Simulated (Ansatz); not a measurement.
Ansatz results at the PBE0-D4/def2-TZVP geometry: HOMO–LUMO gap (B3LYP/def2-TZVPP) 6.53 eV; size of the dipole moment (ωB97M-V/def2-TZVPP) 1.41 D; HOMO energy (B3LYP/def2-TZVPP) -8.41 eV.

Task: Which molecule gave them?
A. `FB([SiH3])C[SiH3]`
B. `BC(F)([SiH3])[SiH3]`
C. `FC([SiH3])B[SiH3]`
D. `O[C@H]1[SiH2][Sn@H]1[OH]`

Result: B. The others give `FC([SiH3])B[SiH3]`: 6.02, 1.27, -8.06; `O[C@H]1[SiH2][Sn@H]1[OH]`: 4.39, 1.44, -5.84; `FB([SiH3])C[SiH3]`: 6.23, 1.46, -7.79.

B3LYP here is the variant with VWN-RPA as its local correlation; programs differ in this.
